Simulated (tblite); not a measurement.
Compound: C6H12NO (doublet state).
Z-matrix (Å and degrees, GFN2-xTB geometry), rows numbered from 1:
```
C 
C   1  1.5319
C   2  1.5288  1  113.27
C   3  1.5307  2  103.55  1   -89.60
C   4  1.5282  3  103.87  2   -35.25
C   5  1.5248  4  114.92  3   147.79
N   2  1.4473  1  110.35  3  -115.02
O   7  1.2705  2  123.02  1   -75.18
H   1  1.0870  2  110.20  3   -71.40
H   1  1.0870  2  110.71  3    49.28
H   1  1.0872  2  109.23  3   168.94
H   2  1.0967  1  108.43  3   126.15
H   3  1.0881  2  112.10  1    31.80
H   3  1.0908  2  110.09  1   152.76
H   4  1.0881  3  112.38  2  -156.75
H   4  1.0908  3  110.32  2    82.36
H   5  1.1014  4  110.76  3   -88.82
H   6  1.0872  5  109.15  4  -172.57
H   6  1.0878  5  110.39  4   -53.43
H   6  1.0867  5  110.35  4    67.34
```

Structure optimised with GFN2-xTB, isolated species. This method treats the open shell by occupation alone, without spin polarisation.

Take the most abundant isotopes and a rigid rotor. The values belong to one conformer with, in the numbering `[CH3:1][C@@H:2]1[CH2:3][CH2:4][C@H:5]([CH3:6])[N:7]1[O:8]`, C1–C2–C3–C4 -90°, C2–C3–C4–C5 -35°, C3–C4–C5–C6 148°, C4–C5–N7–O8 174°.

(1) Give the principal moments of inertia and the rotational constants in cm⁻¹.

(2) What kind of rotor is it?

(3) What does the inertial defect say?

(4) Give the coordinates in the principal-axis frame, origin at the centre of mass.

(5) Estimate the classical rotational partition function at 50 K, 100 K and 200 K.

Answers

(1) Ia = 190.05, Ib = 243.97, Ic = 338.15 u·Å²; 505379 MHz·u·Å²/I gives 2659, 2071 and 1495 MHz, that is A = 0.08870, B = 0.06910, C = 0.04985 cm⁻¹.

(2) An asymmetric top; Ray's κ = -0.009.

(3) Not planar: Δ = Ic − Ia − Ib = -95.87 u·Å². For a rigid frame Δ = −2 Σ m c², so Σ m c² = 47.94 u·Å² lies off the ab plane: 16.86 from hydrogen and 31.08 from heavier atoms. The atom farthest from that plane is 1.86 Å away.

(4) The sense of each axis is arbitrary; atoms in the order of the calculation.
| atom | mass (u) | a (Å) | b (Å) | c (Å) |
| --- | --- | --- | --- | --- |
| C1 | 12.000 | -1.859 | 0.563 | 1.062 |
| C2 | 12.000 | -1.238 | 0.210 | -0.293 |
| C3 | 12.000 | -1.134 | -1.296 | -0.535 |
| C4 | 12.000 | 0.238 | -1.658 | 0.038 |
| C5 | 12.000 | 1.102 | -0.438 | -0.281 |
| C6 | 12.000 | 2.192 | -0.138 | 0.741 |
| N7 | 14.003 | 0.141 | 0.647 | -0.344 |
| O8 | 15.995 | 0.477 | 1.863 | -0.491 |
| H9 | 1.008 | -2.923 | 0.338 | 1.058 |
| H10 | 1.008 | -1.381 | 0.003 | 1.862 |
| H11 | 1.008 | -1.724 | 1.625 | 1.252 |
| H12 | 1.008 | -1.800 | 0.731 | -1.078 |
| H13 | 1.008 | -1.942 | -1.844 | -0.056 |
| H14 | 1.008 | -1.160 | -1.506 | -1.606 |
| H15 | 1.008 | 0.640 | -2.571 | -0.395 |
| H16 | 1.008 | 0.173 | -1.792 | 1.119 |
| H17 | 1.008 | 1.570 | -0.541 | -1.273 |
| H18 | 1.008 | 2.659 | 0.813 | 0.496 |
| H19 | 1.008 | 1.766 | -0.065 | 1.740 |
| H20 | 1.008 | 2.946 | -0.921 | 0.731 |

(5) Point group C1, symmetry number σ = 1; q = (√π/σ)·√((kT/h)³/(ABC)), k/h = 20836.6 MHz/K: 20800 at 50 K, 58800 at 100 K, 166000 at 200 K.

For this open shell read J as N, the rotation without spin; fine and hyperfine splittings come on top. Its GFN2-xTB frequencies are all real (lowest 49 cm⁻¹). No vibrational averaging or centrifugal distortion is included, and the geometry carries the error of its method.

The run took 0.44 s wall on one thread, AMD EPYC 9R45 (x86_64), on a shared host. This is the geometry optimisation.

The numbers are calculated, not measured.
